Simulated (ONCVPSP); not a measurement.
## Te: excitation energies, all-electron against ONCV

| Item | Value |
| --- | --- |
| Element | Te |
| Generator | ONCVPSP 4.0.1 |
| Type | optimised norm-conserving Vanderbilt (ONCV) |
| Functional | PBE |
| Relativity | fully relativistic |
| Frozen core | [Kr] |
| Valence charge | 16 |
| Reference configuration | 4d10 5s2 5p1 (charge +3) |
| Partial waves | 5s: rc 1.70 bohr, ncon 3, nbas 7, qcut 3.5 1/bohr, 1 projector; 5p: rc 1.90 bohr, ncon 4, nbas 9, qcut 4.8 1/bohr, 3 projectors, debl 0.4 Ha; 4d: rc 1.20 bohr, ncon 4, nbas 9, qcut 14.1 1/bohr, 2 projectors, debl 0.6 Ha |
| Local potential | polynomial inside 0.95 bohr (lpopt 5, dvloc0 3 Ha) |
| Core correction | Teter function, fcfact 3, rcfact 1.3 |

Open shells are filled in proportion to 2j + 1.

In the p channel the program set the typed energies aside and used -1.147, 0.250, 0.650 Ha (j = l + 1/2; the other j can differ). In the d channel the program set the typed energies aside and used -2.635, 0.250 Ha (j = l + 1/2; the other j can differ).

Energies are relative to the spin-unpolarised reference configuration 4d10 5s2 5p1; without spin polarisation the order of configurations can differ from experiment.

```json
{"valence configuration": "4d10 5s2 5p4", "charge": "0", "ΔE all-electron (eV)": "-54.627", "error AE − PS (meV)": "+30"}
{"valence configuration": "4d10 5s2 5p2", "charge": "+2", "ΔE all-electron (eV)": "-26.928", "error AE − PS (meV)": "+8.2"}
{"valence configuration": "4d9 5s2 5p4", "charge": "+1", "ΔE all-electron (eV)": "-5.411", "error AE − PS (meV)": "-552"}
```

Question: What are ΔE and the potential's error for 4d10 5s2 5p3?

Answer: ΔE = -44.877 eV all-electron; the error (AE − PS) is +21 meV.

Note: ghosts flagged at negative energy: s at -326.6 eV, p3/2 at -116.7 eV, p1/2 at -116.9 eV, p3/2 at -3.6 eV; GHOST(+) flagged for p1/2 at 2.46 eV, p3/2 at 527.7 eV, p1/2 at 596.4 eV. A true bound ghost makes a file unfit for plane-wave use.
